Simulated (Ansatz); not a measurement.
Geometry optimisation, Ansatz 0.2.0, RKS revPBE/def2-SVPD.

The input (input.yaml):

```yaml
crystal:
  periodic: [false, false, false]
  atoms:
    - { symbol: W, position_ang: [-0.408361, -0.075307, -0.580598] }
    - { symbol: O, position_ang: [0.808873, 0.269448, 2.278295] }
    - { symbol: H, position_ang: [0.559444, -0.566257, 2.71584] }
    - { symbol: H, position_ang: [1.505294, -0.007851, 1.627277] }
    - { symbol: H, position_ang: [0.580078, 1.315268, -0.506191] }
    - { symbol: H, position_ang: [-1.908155, 0.047447, 0.229201] }
    - { symbol: H, position_ang: [0.434415, -1.533885, -0.269865] }
    - { symbol: H, position_ang: [-0.542788, 0.269738, -2.256759] }
basis:
  gaussian: { orbitals: def2-SVPD }
hamiltonian:
  xc: revpbe
relax:
  f_tol: 0.03
  max_steps: 50
output:
  orbitals: {}
```

Run as:

```bash
$ ansatz run input.yaml --threads 2 --pin off --max-ram 3072MiB --backend cpu --events-out ev --progress --plain --runs-dir out
```

Problem. Where does it end, and by what steps?

Solution. It converged. After 20 steps the energy has fallen by 0.525 eV; H3 moved furthest, 1.20 Å. Joined: W1–O2 (3.13 → 2.26 Å).

```tsv
step	energy less start (eV)	largest force component (eV/Å)	accepted
0	0.0000	0.761	yes
1	-0.0610	1.269	yes
2	-0.1422	1.734	yes
3	-0.2636	1.411	yes
4	-0.3495	0.591	yes
5	-0.3714	0.747	yes
6	-0.3695	1.133	no
7	-0.4060	0.417	yes
8	-0.4210	0.267	yes
9	-0.4386	0.115	yes
10	-0.4408	0.209	yes
11	-0.4494	0.254	yes
12	-0.4381	1.136	no
13	-0.4567	0.233	yes
14	-0.4645	0.686	yes
15	-0.5066	0.360	yes
16	-0.5157	0.227	yes
17	-0.5149	0.381	no
18	-0.5224	0.140	yes
19	-0.5244	0.034	yes
20	-0.5252	0.005	yes
```

```xyz
8
Properties=species:S:1:pos:R:3
W -0.322 -0.242 -0.361
O 0.593 -0.191 1.704
H 0.295 0.523 2.294
H 1.565 -0.217 1.749
H 0.582 1.216 -0.285
H -1.811 -0.281 0.514
H 0.582 -1.706 -0.522
H -0.455 0.618 -1.855
```

Run time: 40 s on 2 threads of Arm Neoverse V2, on a shared host, peak memory 0.19 GiB.
